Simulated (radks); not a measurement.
The numbers below are computed, except where a source is named.
Problem. The mean radii <r> (bohr) of the occupied orbitals of an atom or ion are listed with their occupations. Level of theory: scalar-relativistic Kohn-Sham, r2SCAN, spin-polarised, spherical densities, finite nucleus; meta-GGA in the generalised Kohn-Sham scheme; Fermi nuclear charge, rms radius of each element as measured or else 0.836 A^(1/3) + 0.57 fm (a radial shooting solver on a logarithmic mesh with Libxc functionals).

| orbital | occ. | <r> |
|---|---|---|
| 1s up | 1 | 0.1195 |
| 1s down | 1 | 0.1192 |
| 2s up | 1 | 0.5335 |
| 2s down | 1 | 0.5388 |
| 2p up | 1 | 0.4737 |

Name the element and its charge. Open shells, if any, are filled with parallel spins first.

Solution. Z = 13, aluminium, charge +8: Al8+ in [He] 2s2 2p1. The 1s radius gives Z: for a bare nucleus <r> = (2 gamma + 1)/(2Z) with gamma = sqrt(1 - (Z/c)^2), 0.115 bohr for Z = 13, and screening makes it slightly larger (0.1195 here). The occupations add up to 5, and the charge is Z minus that.
